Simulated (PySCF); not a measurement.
C3H6BBr, SMILES BrB(C)C=C.

Geometry: PBE0-D3(BJ)/def2-SVP. One conformer was computed; it need not be the lowest.

These are PySCF with PBE/def2-TZVP values and carry that method's errors.

Symmetry labels are those of the subgroup Cs that the program uses (full group Cs).

### Question
List the valence orbital energies around the gap with their symmetry. (An estimate is asked for; the answer gives what the named calculation found.)

### Answer

| orbital | symmetry | energy (eV) |
|---|---|---|
| HOMO−7 | A' | -10.36 |
| HOMO−6 | A" | -9.96 |
| HOMO−5 | A' | -9.45 |
| HOMO−4 | A' | -8.31 |
| HOMO−3 | A' | -8.13 |
| HOMO−2 | A" | -7.73 |
| HOMO−1 | A" | -7.05 |
| HOMO | A' | -6.64 |
| LUMO | A" | -2.88 |
| LUMO+1 | A" | 0.12 |
| LUMO+2 | A' | 0.31 |
| LUMO+3 | A' | 0.70 |
